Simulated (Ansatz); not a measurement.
`C[NH][AlH][Cl]` + NH₃ → `C[NH][AlH][NH2]` + HCl at 500 K and 1 bar (ligand exchange at the Al–Cl bond).

Computed with Ansatz on PBE0-D4/def2-TZVP structures; ΔE is electronic, products minus reactants. CBS: MP2 limit from def2 TZ/QZ plus the TZ coupled-cluster correction, frozen cores. This one scheme is used for every species. Each species was taken in one conformer, which may not be the lowest.

| species | CCSD(T)/CBS energy (Eh) | H − E (kJ/mol) | S (J/(mol·K)) |
| --- | --- | --- | --- |
| `C[NH][AlH][Cl]` | -797.65353 | 205.8 | 382.4 |
| NH₃ | -56.50880 | 108.2 | 211.8 |
| `C[NH][AlH][NH2]` | -393.74880 | 273.8 | 398.8 |
| HCl | -460.38127 | 32.5 | 201.9 |

H − E and S are ideal-gas, rigid-rotor, harmonic terms from PBE0-D4/def2-TZVP, for one conformer and one mirror image of each species. 1 Eh = 2625.50 kJ/mol, R = 8.31446 J/(mol·K).

**Question.** By hand: ΔE, ΔH, ΔS and ΔG.

**Answer.** ΔE = (-393.74880) + (-460.38127) − (-797.65353) − (-56.50880) = 0.03226 Eh = 84.7 kJ/mol. Δ(H − E) = 273.8 + 32.5 − 205.8 − 108.2 = -7.7, so ΔH = 77.0 kJ/mol. ΔS = 398.8 + 201.9 − 382.4 − 211.8 = 6.5 J/(mol·K). ΔG = 77.0 − 500 × (6.5)/1000 = 73.8 kJ/mol.

**Question.** By hand: the equilibrium constant, and the temperature at which ΔG would vanish if ΔH and ΔS stayed fixed.

**Answer.** log₁₀ K = −ΔG/(RT ln 10) = -7.7. ΔG = 0 at ΔH/ΔS = 11846 K, far beyond where these terms or the molecules hold.

The number of gas molecules stays the same, so ΔS is small and ΔH decides. A doubt of 5 kJ/mol in ΔE shifts log₁₀ K by 0.5 here. Other conformers and mirror images would add mixing entropy, several J/(mol·K) or more a flexible species. These are equilibria of isolated gas molecules and say nothing of rates. Largest T1 diagnostic: 0.010 (customary marks: 0.02 for closed shells, 0.045 for open ones).
